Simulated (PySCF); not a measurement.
HSSi, SMILES [Si]=[SH+] (connectivity only; charge and spin as stated), charge +1, multiplicity 1. Atoms are numbered in the order given.

```xyz
3

Si     0.0007     1.1317     0.0000
S     -0.0808    -0.9310     0.0000
H      1.2822    -0.9475     0.0000
```
Charge +1, spin multiplicity 1.

The structure is a stationary point at B3LYP-D3(BJ)/def2-TZVP. The isomer is the one that the SMILES or the coordinates give; other isomers of the formula were not compared.

Computed with ωB97X/def2-TZVPD (PySCF).

Gas-phase values at a fixed geometry.

Question: Estimate the frontier levels, gap, dipole moment and polarisability. (An estimate is asked for; the answer gives what the named calculation found.)

Answer: 
| Quantity | Result |
|---|---|
| highest occupied level | -17.08 eV |
| lowest empty level | -7.38 eV |
| orbital gap | 9.70 eV |
| dipole moment about the centre of nuclear charge | 2.59 D |
| mean static polarisability | 39.7 bohr³ (5.88 Å³) |
| polarisability, principal values | 32.2, 34.3, 52.5 bohr³ |
